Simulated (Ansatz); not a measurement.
Cost and result up the ladder for (FSn)4S6 adamantane (Sn4S6F4) (14 atoms). Charge 0, multiplicity 1. Geometry: PBE-D4/def2-SVP.

```xyz
14

Sn   -1.2106    1.9088   -0.1064
F    -2.2511    3.5508   -0.1983
S    -2.6161    0.3907    1.1854
Sn   -1.1480   -1.5568    1.1744
F    -2.1360   -2.8955    2.1839
S     0.9166   -1.2677    2.4404
Sn    1.9738    0.4146    1.0260
F     3.6710    0.7719    1.9087
S     0.8466    2.5775    1.0201
S     2.6165   -0.3877   -1.1857
Sn    0.3849   -0.7670   -2.0937
F     0.7158   -1.4256   -3.8949
S    -0.9188    1.2649   -2.4406
S    -0.8445   -2.5788   -1.0193
```

Ansatz; hardware A = 2 threads of AMD EPYC 7R13 on a shared host and a share (18 GiB) of an NVIDIA H100 80GB HBM3; B = 2 threads of AMD EPYC 7R13 on a shared host. Times are rough, and most runs start from the orbitals of an earlier one. PBE0-D4/def2-TZVP serves as the yardstick here, not as an exact answer. Differences are given only for rows in sets of like size (and for xTB, whose basis is part of the method), since another set adds its own error. Binding counts from free atoms at the same level (Sn triplet, F doublet, S triplet; other spins of the atoms weren't run), without zero-point energy or a counterpoise term.

In the def2 sets Sn takes a core potential; there is no spin–orbit coupling. HSE06 is defined as in plane-wave codes, on full-range PBE exchange. Correlated methods freeze 50 core orbitals; core or outer-core shells of Sn are correlated, in sets that lack core-valence functions. The rows differ in basis, and correlated rows in double-zeta sets carry the largest basis error. Single mean-field runs in def2-TZVP are fitted with def2-universal-jkfit.

Correlated methods converge slowly with the basis, most of all in double-zeta sets.

```csv
level,functions,wall time,binding energy per atom (eV),difference from PBE0-D4/def2-TZVP (eV)
PBE-D4/def2-SVP [B],268,14 s,3.56,–
PBE-D4/def2-TZVP [A],546,16 s,3.61,0.17
HSE06-D4/def2-TZVP [A],546,18 s,3.45,0.00
PBE-QIDH/def2-TZVP [A],546,20 s,3.39,-0.06
B2PLYP/def2-TZVP [A],546,20 s,3.32,-0.13
r2SCAN-D4/def2-TZVP (with forces) [A],546,21 s,3.50,0.05
PBE0-D4/def2-TZVP (with forces) [A],546,22 s,3.45,0.00
MP2/def2-TZVP [A],546,25 s,3.48,0.03
CCSD(T)/def2-SVP [A],268,25 s,3.02,–
RPA@PBE/def2-TZVP [A],546,30 s,3.03,-0.41
PBE0-D4/def2-SVP [B],268,30 s,3.37,–
```
